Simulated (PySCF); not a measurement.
Computed beside measured shifts: BHT (C15H24O)

System: BHT (C15H24O), SMILES Cc1cc(C(C)(C)C)c(O)c(C(C)(C)C)c1.

Atom-mapped SMILES (hydrogens are numbered by the atom that bears them): [CH3:1][c:2]1[cH:3][c:4]([C:5]([CH3:6])([CH3:7])[CH3:8])[c:9]([OH:10])[c:11]([C:12]([CH3:13])([CH3:14])[CH3:15])[cH:16]1

Level of theory: GIAO KT3/pcSseg-2, gas phase, PySCF SCF with an in-house response code, fitting set def2-universal-JFIT, grid level 2, non-relativistic, on the PBE0-D3(BJ)/def2-SVP geometry.

One optimised conformer. Values are averaged over the atoms that symmetry or fast rotation interchanges, on this one geometry and without vibrational averaging. Shifts are the reference shielding less the shielding here, at the same level (13C, 1H against isolated TMS; 17O against isolated H2O); nuclei without a reference have shieldings only.

**Question.** What shifts does this level give for H on 3/16, H on 3/16, H on 3/16, H on 3/16, H on 3/16, H on 3/16, H on 3/16, H on 3/16, H on 3/16, H on 3/16, H on 3/16, H on 10, H on 10, H on 10, H on 10, H on 10, H on 10, H on 10, H on 10, H on 1, and how do they compare with measurement?

**Answer.** 
| atom | nucleus | computed / ppm | measured / ppm | computed less measured | measured against | medium of the measurement |
| --- | --- | --- | --- | --- | --- | --- |
| H on 3/16 | 1H | 6.94 | 6.92 | 0.02 | TMS | THF-d8 |
| H on 3/16 | 1H | 6.94 | 6.97 | -0.03 | TMS | CD2Cl2 |
| H on 3/16 | 1H | 6.94 | 6.98 | -0.04 | TMS | CDCl3 |
| H on 3/16 | 1H | 6.94 | 6.99 | -0.05 | TMS | toluene-d8 |
| H on 3/16 | 1H | 6.94 | 7.05 | -0.11 | TMS | C6D6 |
| H on 3/16 | 1H | 6.94 | 6.97 | -0.03 | TMS | C6D5Cl |
| H on 3/16 | 1H | 6.94 | 6.96 | -0.02 | TMS | acetone-d6 |
| H on 3/16 | 1H | 6.94 | 6.87 | 0.07 | TMS | DMSO-d6 |
| H on 3/16 | 1H | 6.94 | 6.97 | -0.03 | TMS | CD3CN |
| H on 3/16 | 1H | 6.94 | 7.06 | -0.12 | TMS | TFE-d3 |
| H on 3/16 | 1H | 6.94 | 6.92 | 0.02 | TMS | CD3OD |
| H on 10 | 1H | 5.23 | 5.81 | -0.58 | TMS | THF-d8 |
| H on 10 | 1H | 5.23 | 5 | 0.23 | TMS | CD2Cl2 |
| H on 10 | 1H | 5.23 | 5.01 | 0.22 | TMS | CDCl3 |
| H on 10 | 1H | 5.23 | 4.72 | 0.51 | TMS | toluene-d8 |
| H on 10 | 1H | 5.23 | 4.79 | 0.44 | TMS | C6D6 |
| H on 10 | 1H | 5.23 | 5.5 | -0.27 | TMS | C6D5Cl |
| H on 10 | 1H | 5.23 | 6.65 | -1.42 | TMS | DMSO-d6 |
| H on 10 | 1H | 5.23 | 5.2 | 0.03 | TMS | CD3CN |
| H on 1 | 1H | 2.29 | 2.21 | 0.08 | TMS | THF-d8 |

Measured values: Fulmer et al., Organometallics 2010, 29, 2176.
